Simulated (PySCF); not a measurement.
# [CeH2]2+ relaxed at several levels

Computed with PySCF 2.14.0, PBE0, def2-SVP on the ligands, density fitting, scalar-relativistic core potentials, no spin-orbit coupling, vacuum. Each row is relaxed at its own level from the same template. Distances are means of the shortest metal–ligand contacts, charges and spins Mulliken's; removal energies are rigid, with the ligand's formal charge and no counterpoise, so too large; for an anion taken off a cation in vacuum most of it is the attraction of opposite charges, and multiply charged cations can part far more cheaply with an electron moved from ligand to metal. lcecp potentials hold a fixed number of 4f electrons in the core, out of states, spins and gaps.

| level | basis on the metal | point group | M–H (Å) | charge on M (e) | HOMO–LUMO gap (eV) | removal of one H (eV) | strongest infrared band, degenerate modes summed (cm⁻¹) | unstable modes (below −25 cm⁻¹) |
| --- | --- | --- | --- | --- | --- | --- | --- | --- |
| PBE0 | def2-SVP with ECP28 | D∞h | 1.867 | 1.78 | 4.16 | 23.88 | 1610 | 0 |

What does the calculation give for PBE0, lcecp-2-SVP with ECP46?

point group: C2v, M–H (Å): 1.862, charge on M (e): 2.03, removal of one H (eV): 24.06, strongest infrared band, degenerate modes summed (cm⁻¹): 686, unstable modes (below −25 cm⁻¹): 0.
```xyz
3

Ce    0.0000    0.0000   -0.0847
H     1.5792    0.0000    0.9009
H    -1.5792    0.0000    0.9009
```

One start shape was tried for each, so a minimum needn't be the lowest isomer.
